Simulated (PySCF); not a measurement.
# Small edits and their spectra

Starting compound: `CN[SiH2]c1ccccn1`, C6H10N2Si.

¹H NMR (400 MHz, computed): δ 9.06 (d, 1H), 7.94 (m, 1H), 7.87 (m, 1H), 7.34 (m, 1H), 5.25 (s, 2H), 3.00 (s, 3H), -0.09 (br s, 1H). ¹³C{¹H} NMR (computed): δ 169.6 (C), 155.2 (CH), 139.8 (CH), 135.2 (CH), 128.3 (CH), 32.8 (CH3).

- GIAO PBE0/pcSseg-1 shieldings
- structure optimised with GFN2-xTB
- code: PySCF
- one computed conformer, equivalent nuclei averaged, no solvent model, non-relativistic Hamiltonian

Scale: ¹H (31.72 ppm) and ¹³C (186.93 ppm) against TMS (reference shieldings calculated alike). Splittings of carbon signals by F and P are missing where no couplings were computed. Where no couplings were computed, multiplicities follow the n + 1 count of equivalent neighbours, and m marks all less simple cases (inequivalent or close neighbours, rings, F or P nearby). Shifts are as computed. Against solution values, carbons near 30 ppm lie about +3 ppm off and those near 130 ppm about +5 ppm. Of 1309 compounds with measured shifts, 239 miss one by over three times the rms of a fit or turn the order of signals round; such compounds aren't used in these exercises. OH and NH positions are gas-phase values without hydrogen bonding to other molecules.

Question: What are the spectra after this edit: O inserted into a Si-C bond, giving `CN[SiH2]Oc1ccccn1`?

Answer: ¹H NMR (400 MHz, computed): δ 8.42 (d, 1H), 7.91 (m, 1H), 6.99 (m, 1H), 6.92 (d, 1H), 5.44 (s, 2H), 2.80 (s, 3H), 0.17 (br s, 1H). ¹³C{¹H} NMR (computed): δ 168.7 (C), 153.8 (CH), 145.4 (CH), 120.7 (CH), 116.6 (CH), 28.6 (CH3).

Question: What are the spectra after this edit: ring CH replaced by N, giving `CN[SiH2]c1ccncn1`?

Answer: ¹H NMR (400 MHz, computed): δ 9.61 (s, 1H), 8.94 (d, 1H), 7.30 (d, 1H), 5.19 (s, 2H), 2.98 (s, 3H), 0.11 (br s, 1H). ¹³C{¹H} NMR (computed): δ 178.9 (C), 164.1 (CH), 161.4 (CH), 131.9 (CH), 31.9 (CH3).

Question: What are the spectra after this edit: H on Si replaced by F, giving `CN[Si@H](F)c1ccccn1`?

Answer: ¹H NMR (400 MHz, computed): δ 8.96 (d, 1H), 7.94 (m, 1H), 7.85 (m, 1H), 7.42 (m, 1H), 5.49 (m, 1H), 3.03 (s, 3H), 2.29 (br s, 1H). ¹³C{¹H} NMR (computed): δ 167.4 (C), 154.9 (CH), 140.3 (CH), 135.7 (CH), 129.2 (CH), 29.7 (CH3).
